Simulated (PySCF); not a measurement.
C9H6.
SMILES: `C(#C/C=C\C#CC#C)C`

Theory: TDDFT B3LYP/def2-SVPD, vertical, gas phase, core orbitals frozen in the response in PySCF. Isolated species at its PBE0-D3(BJ)/def2-SVP geometry, gas phase.

**Question.** What does the calculation give for the low-lying excited states?

**Answer.** 

| state | E (eV) | E (hartree) | f | symmetry | main configurations (H = HOMO, L = LUMO) |
| --- | --- | --- | --- | --- | --- |
| S1 | 3.76 | 0.1380 | 0.0000 | – | H-1→L (97%) |
| S2 | 3.86 | 0.1419 | 0.383 | A′ | H→L (86%), H-1→L+1 (10%) |
| S3 | 4.17 | 0.1531 | 0.0000 | – | H→L+1 (93%) |
| S4 | 4.20 | 0.1544 | 0.0001 | – | H-2→L (96%) |
| S5 | 4.87 | 0.1791 | 0.133 | A′ | H-3→L (74%), H-1→L+1 (17%) |
| S6 | 5.49 | 0.2016 | 0.193 | A′ | H→L+2 (60%), H-1→L+1 (24%), H-3→L (9%) |
| S7 | 5.62 | 0.2067 | 0.0000 | – | H→L+3 (38%), H→L+4 (28%), H-3→L+1 (28%) |
| S8 | 5.83 | 0.2141 | 0.0000 | – | H-3→L+1 (60%), H→L+3 (28%) |
| S9 | 5.89 | 0.2163 | 0.035 | A′ | H-2→L+1 (96%) |
| S10 | 5.95 | 0.2187 | 0.0001 | – | H→L+4 (57%), H→L+3 (32%) |

Triplets, Tamm–Dancoff:

```tsv
state	E (eV)	λ (nm)	main configurations (H = HOMO, L = LUMO)
T1	2.37	522.8	H→L (96%)
T2	3.51	353.2	H-1→L (84%), H→L+1 (10%)
T3	3.80	326.1	H-1→L+1 (54%), H-3→L (32%), H→L+2 (9%)
T4	4.01	308.9	H→L+1 (80%), H-1→L (12%)
```

The lowest singlet comes at 330 nm (362 kJ/mol) in the ultraviolet; it is dark (f under 0.0005); its leading configuration is HOMO-1→LUMO (97%). The strongest level in the table is S2 at 3.86 eV (321 nm, f = 0.383). Löwdin shares by element: HOMO carbon 53% or more (atoms not listed hold the other 47%); LUMO carbon 57% or more (atoms not listed hold the other 43%). The oscillator strengths of these states sum to 0.745; summed over the whole spectrum of an exact calculation they would give the number of electrons, 60 (Thomas–Reiche–Kuhn). Weighted by f, the mean energy of these states is 4.56 eV. Of the 10 states listed, 4 reach f = 0.01 and 6 stay under 0.0005. No computed singlet lies in the visible range (380 to 750 nm); the lowest, at 330 nm, stands 0.49 eV above its violet end (3.26 eV); a Tamm–Dancoff triplet lies at 523 nm, without intensity as long as spin–orbit coupling is left out. The vertical ionisation energy (ΔSCF) is 8.01 eV, 2.06 eV above S10. Symmetry labels in Cs follow from the direction of the transition dipole and are given only for states with f of 0.002 or more. Only the lowest 10 singlets were computed, as vertical energies without vibronic structure.
